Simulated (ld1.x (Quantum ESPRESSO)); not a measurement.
# Pseudopotential generation for tungsten: TM, revPBE, fully relativistic.

```
Element                 : W
Generator               : ld1.x (Quantum ESPRESSO) 7.5
Type                    : norm-conserving Troullier–Martins (Kleinman–Bylander form)
Functional              : revPBE
Relativity              : fully relativistic
Frozen core             : [Kr] 4d10 4f14 5s2
Valence charge          : 12
Reference configuration : 5p6 5d4 6s0 6p0 (charge +2)
Partial waves           : 6s (bound, empty): rc 2.40 bohr; 5p (bound): rc 1.55 bohr; 5d (bound): rc 1.55 bohr
Local potential         : all-electron potential smoothed inside 1.40 bohr (lloc = -2)
Core correction         : none
```

Open shells are filled in proportion to 2j + 1 (rel_dist='average').

Results:

| Item | Value |
| --- | --- |
| Cutoffs needed | 50 Ry and 90 Ry (the cutoffs (Ry, on a coarse ladder) from which the occupation-weighted sum of valence levels, in a spherical-Bessel basis at the reference potential, stays within 10 and 1 mRy of its value at 400 Ry) |
| Ghost test | ghost state, extra bound levels that the all-electron valence spectrum of the same l lacks: s at -76.4 eV; a true bound ghost makes a file unfit for plane-wave use (spherical-Bessel basis up to 400 Ry, 20 bohr box) |
| Largest excitation error | -306 meV (all-electron minus pseudo) for 5p5 5d4 6s2 6p0, out of 7 test configurations |

Generation and tests took about 5.3 s on one core of a shared server CPU.
